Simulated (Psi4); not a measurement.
CH5Si (SMILES [CH2][SiH3]), doublet, geometry from GFN2-xTB. Base run: Psi4 with HF/def2-SV(P).

Geometry (Å):
```xyz
7

C     -0.0171     0.1386    -1.2595
Si     0.0077    -0.0661     0.5724
H     -0.9296     0.2292    -1.8223
H      0.8801     0.2074    -1.8493
H      0.0335     1.2433     1.2445
H     -1.1979    -0.7787     1.0029
H      1.2082    -0.8076     0.9671
```
Charge 0, spin multiplicity 2.
Orbitals are unrestricted.
All else is at Psi4's defaults (density fitting).

Variants of this job, named by their change:

```tsv
change	E (Eh)	SCF-reference dipole (D)	SCF-reference <S^2>	core-seconds (rough)
base	-329.52993	0.61	0.760	2
functional = bp86	-330.42373	0.57	0.753	5
functional = pbe0-dh	-330.19600	-	0.756	5
functional = dsd-pbep86	-329.98890	-	0.757	5
functional = revpbe	-330.32560	0.57	0.754	6
functional = b97m-v	-330.31882	0.70	0.755	70
functional = wb97x	-330.38226	0.59	0.754	6
functional = tpssh	-330.43512	0.59	0.755	10
functional = x3lyp	-330.35554	0.57	0.754	6
functional = svwn	-329.30356	0.53	0.752	4
functional = bhhlyp	-330.37640	0.59	0.755	5
functional = b2plyp	-330.20703	-	0.756	5
functional = wb97m-v	-330.33528	0.60	0.753	80
```

Totals shift with the method and basis; they matter in differences.

Open shells are given as the SCF converged; they aren't shown to be the lowest states, and a large step between rows can be another state.
